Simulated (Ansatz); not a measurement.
Ansatz (an electronic-structure program) input:

Ansatz 0.2 input:
```yaml
crystal:
  periodic: [false, false, false]
  atoms:
    - {symbol: C, position_ang: [-1.86988909, 0.40544703, -0.05764104]}
    - {symbol: C, position_ang: [-1.24757970, -0.70397836, 0.29516749]}
    - {symbol: O, position_ang: [0.10417042, -0.94684110, 0.28268309]}
    - {symbol: C, position_ang: [0.99298786, 0.05252752, 0.20300910]}
    - {symbol: C, position_ang: [2.13112049, 0.00382056, -0.46437491]}
    - {symbol: F, position_ang: [0.68521121, 1.13443294, 0.95491174]}
    - {symbol: H, position_ang: [-1.35360560, 1.28998438, -0.38696648]}
    - {symbol: H, position_ang: [-2.94119174, 0.45619765, -0.01232171]}
    - {symbol: H, position_ang: [-1.76351927, -1.59742645, 0.61630197]}
    - {symbol: H, position_ang: [2.83562073, 0.80960966, -0.40042524]}
    - {symbol: H, position_ang: [2.37077725, -0.85179262, -1.06341729]}
basis:
  gaussian:
    orbitals: def2-TZVP
hamiltonian:
  xc: b3lyp
  dispersion: d3bj
relax: {f_tol: 0.002, max_steps: 150}
```

Task: Which total energy does the run end on?

Result: -330.59250 Eh (B3LYP-D3(BJ)/def2-TZVP). The basis has 216 functions. The run takes about 120 core-seconds (a rough figure).
